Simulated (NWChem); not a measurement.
System: C4H2ClF; SMILES C#C/C(F)=C\Cl

```xyz
8

C      1.9930    -1.5360     0.0000
C      0.8497    -1.1326     0.0000
C     -0.4959    -0.6781     0.0000
F     -1.4245    -1.6375     0.0000
C     -0.9060     0.6009     0.0000
Cl     0.1664     1.9295     0.0000
H      3.0085    -1.8889     0.0000
H     -1.9719     0.8365     0.0000
```
Atoms are numbered in this order, from 1.

Results from NWChem. Pople sets run with spherical d functions. Coordinates come from a PBE0/def2-SVP optimisation. Level: PBE/6-31G* with SMD (1 M gas to 1 M solution), gas-phase geometry.

Task: Order these by “solvation free energy (kcal/mol)”, lowest first: N,N-dimethylformamide; acetonitrile; water.

Result: acetonitrile (-3.2), N,N-dimethylformamide (-2.4), water (1.0)
